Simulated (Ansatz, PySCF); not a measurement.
CH₃ClOSi, SMILES O=C[SiH2]Cl. Atoms are numbered in the order given.

```xyz
7

O      2.2110    -0.4224     1.2095
C      1.4946    -0.0198     0.3231
Si    -0.4098    -0.3166     0.4618
Cl    -1.3522     0.4911    -1.2061
H      1.9205     0.5186    -0.5699
H     -0.6581    -1.7797     0.5210
H     -0.9049     0.3513     1.6924
```
Charge 0, spin multiplicity 1.

Geometry optimised at B3LYP-D3(BJ)/def2-SVP. One conformer was computed; it need not be the lowest.

Two levels are set side by side: PBE-D3(BJ)/def2-SVP (Ansatz, an electronic-structure program) and B3LYP-D3(BJ)/def2-SVP (Ansatz). Each level has its own optimised geometry; the coordinates shown are those of the second. Frequencies come from the Hessian of PySCF at each geometry. Differences are taken from unrounded values.

```json
[
 {"quantity": "mean bond length (Å)", "B3LYP-D3(BJ)": "1.553", "PBE-D3(BJ)": "1.563", "PBE-D3(BJ) minus B3LYP-D3(BJ)": "0.011"},
 {"quantity": "bond O1–C2 (Å)", "B3LYP-D3(BJ)": "1.209", "PBE-D3(BJ)": "1.217", "PBE-D3(BJ) minus B3LYP-D3(BJ)": "0.008"},
 {"quantity": "bond C2–Si3 (Å)", "B3LYP-D3(BJ)": "1.932", "PBE-D3(BJ)": "1.943", "PBE-D3(BJ) minus B3LYP-D3(BJ)": "0.011"},
 {"quantity": "bond Si3–Cl4 (Å)", "B3LYP-D3(BJ)": "2.079", "PBE-D3(BJ)": "2.083", "PBE-D3(BJ) minus B3LYP-D3(BJ)": "0.004"},
 {"quantity": "bond C2–H5 (Å)", "B3LYP-D3(BJ)": "1.126", "PBE-D3(BJ)": "1.137", "PBE-D3(BJ) minus B3LYP-D3(BJ)": "0.010"},
 {"quantity": "bond Si3–H6 (Å)", "B3LYP-D3(BJ)": "1.485", "PBE-D3(BJ)": "1.500", "PBE-D3(BJ) minus B3LYP-D3(BJ)": "0.015"},
 {"quantity": "bond Si3–H7 (Å)", "B3LYP-D3(BJ)": "1.485", "PBE-D3(BJ)": "1.500", "PBE-D3(BJ) minus B3LYP-D3(BJ)": "0.015"},
 {"quantity": "highest harmonic wavenumber (cm⁻¹)", "B3LYP-D3(BJ)": "2829", "PBE-D3(BJ)": "2742", "PBE-D3(BJ) minus B3LYP-D3(BJ)": "-87"},
 {"quantity": "mean harmonic wavenumber (cm⁻¹)", "B3LYP-D3(BJ)": "1073", "PBE-D3(BJ)": "1035", "PBE-D3(BJ) minus B3LYP-D3(BJ)": "-37"},
 {"quantity": "zero-point energy (kcal/mol)", "B3LYP-D3(BJ)": "23.00", "PBE-D3(BJ)": "22.20", "PBE-D3(BJ) minus B3LYP-D3(BJ)": "-0.80"}
]
```

GGA bonds tend to be longer and softer than those of functionals with exact exchange. Differences between two approximate levels are no errors against the true value.
